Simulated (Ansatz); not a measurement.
Basis sets compared for Ge24PH34. The state is a doublet with charge 0. Geometry PBE-D4/def2-SVP. Ansatz on 11 threads of AMD EPYC 7R13 on a shared host and a whole NVIDIA H100 80GB HBM3; times are rough, and most runs start from earlier orbitals.

Cartesian coordinates in Å:
```
Ge -1.644 -1.911 1.794
Ge 1.574 0.206 5.534
Ge -3.447 -0.254 -1.278
Ge -0.617 1.490 2.503
Ge -0.860 -3.028 -1.887
Ge 1.915 -1.244 1.871
Ge -3.072 -1.748 -5.003
Ge -1.985 1.947 -4.165
Ge 0.800 -1.039 -4.820
Ge 0.964 3.458 -0.564
Ge 3.335 0.918 -1.148
Ge 3.210 2.402 2.558
Ge -3.761 -0.942 1.053
Ge -1.064 -3.843 0.415
Ge -3.063 -2.264 -2.611
Ge -0.647 1.006 4.903
Ge 1.978 -1.831 4.248
P -0.090 -0.307 1.084
Ge 3.251 1.896 4.956
Ge -1.713 1.425 -1.773
Ge 1.002 3.212 1.874
Ge 0.832 -1.304 -2.371
Ge 3.621 0.387 1.229
Ge -1.359 -0.053 -5.444
Ge 0.864 1.217 -1.821
H -1.577 -2.185 3.329
H 1.638 -0.089 7.065
H -4.767 0.444 -1.752
H -2.041 1.909 2.019
H -0.403 -4.232 -2.780
H 2.065 -2.528 0.996
H -4.483 -1.230 -5.410
H -2.784 -3.049 -5.809
H -3.465 2.298 -4.518
H -1.094 3.158 -4.569
H 0.928 -2.413 -5.551
H 1.975 -0.133 -5.290
H -0.213 4.377 -1.015
H 2.292 4.146 -1.012
H 4.015 -0.159 -2.047
H 4.035 2.283 -1.440
H 4.290 3.480 2.231
H -4.891 -2.013 1.102
H -4.181 0.242 1.970
H -2.206 -4.900 0.464
H 0.240 -4.521 0.925
H -4.132 -3.342 -2.248
H -1.727 -0.067 5.226
H -1.014 2.307 5.677
H 0.898 -2.904 4.569
H 3.374 -2.437 4.583
H 2.970 3.196 5.768
H 4.664 1.380 5.361
H -2.075 2.680 -0.909
H 0.662 4.560 2.585
H 2.203 -1.911 -1.918
H 5.045 -0.185 1.517
H -1.366 0.274 -6.971
H 1.099 1.763 -3.284
```

The 6-31G sets use Cartesian d functions. B3LYP takes the VWN-RPA correlation. Single mean-field runs in 6-31G, STO-3G, def2-SVP, def2-mTZVP are fitted with def2-universal-jkfit.

Binding counts from free atoms (Ge triplet, P quartet, H doublet) in the same basis, without a counterpoise term.

```tsv
level	functions	energy (Eh)	HOMO (eV)	LUMO (eV)	binding per atom (eV)	wall time
HF/STO-3G	475	-49599.9728	-3.67	2.97	3.68	18 s
HF/6-31G	777	-50161.3246	-6.54	-0.67	1.82	30 s
r2SCAN-D4/def2-mTZVP	988	-50210.1472	-4.63	-4.03	2.88	18 s
B3LYP-D4/6-31G	777	-50203.1468	-4.81	-3.57	2.80	27 s
```

(1) Estimate the rows for r2SCAN-D4/def2-SVP (with forces), B3LYP-D4/def2-SVP (with forces).

Answers

(1) 
| level | functions | energy (Eh) | HOMO (eV) | LUMO (eV) | binding per atom (eV) | wall time |
| --- | --- | --- | --- | --- | --- | --- |
| r2SCAN-D4/def2-SVP (with forces) | 956 | -50203.9609 | -4.58 | -3.96 | 2.91 | 21 s |
| B3LYP-D4/def2-SVP (with forces) | 956 | -50205.2870 | -4.91 | -3.64 | 2.85 | 49 s |
